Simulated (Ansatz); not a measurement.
Calculated with Ansatz (gas phase, PBE0-D4/def2-TZVP geometries, no zero-point term in ΔE). CBS: MP2 limit from def2 TZ/QZ plus the TZ coupled-cluster correction, frozen cores. This one scheme is used for every species. def2 core potentials past Kr. For I outer-core shells are correlated without core-valence functions, which leaves a few kJ/mol of doubt a bond.

Consider the substitution at a C–Si bond: `[SiH3]C(Cl)Cl` + HI → `ClC(Cl)I` + SiH₄.

| species | CCSD(T)/def2-TZVPP energy (Eh) |
| --- | --- |
| `[SiH3]C(Cl)Cl` | -1248.93309 |
| HI | -297.73743 |
| `ClC(Cl)I` | -1255.21244 |
| SiH₄ | -291.43564 |

**Question.** Work out ΔE.

**Answer.** ΔE = (-1255.21244) + (-291.43564) − (-1248.93309) − (-297.73743) = 0.02244 Eh = +58.9 kJ/mol. CCSD(T)/CBS gives +53.7 kJ/mol.

Largest T1 diagnostic among the species: 0.011.

From PBE to PBE0 (25 % exact exchange), in def2-TZVPP and without D4, ΔE moves by +7.2 kJ/mol. Leaving LDA and LC-ωPBE aside and taking each functional with its dispersion term where it has one, the values, not all of them listed here, spread over 14.3 kJ/mol, from BLYP-D4 to r2SCAN0-D4. LDA lies +5.4 kJ/mol from PBE without D4.
